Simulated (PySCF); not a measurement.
**Correlation energy of Si (silicon, neutral)**

[Ne] 3s1 3p2 3d1, one real determinant (an excited configuration). Computed with PySCF 2.14 in aug-cc-pwCVDZ (6s5p3d, 36 functions), with no relativity, point nucleus. Frozen: 1s2; 12 electrons correlated.

```
  level  correlation energy (mhartree)
   CCSD                        -165.55
    (T)                          -5.61
CCSD(T)                        -171.16
```

Diagnostics: T1 = 0.010, D1 = 0.0470, largest double amplitude 0.387.

Problem. Is a single reference adequate?

Solution. Not fully. The real determinant used has ⟨L²⟩ near 8 against 12 for a pure F term, so it mixes terms. The outer electron is Rydberg-like, and this basis confines it to a smaller radius and binds it less than a complete one would. A double-excitation amplitude exceeds 0.15, a sign of near-degeneracy.

The reference is one real determinant that mixes LS terms of this configuration.
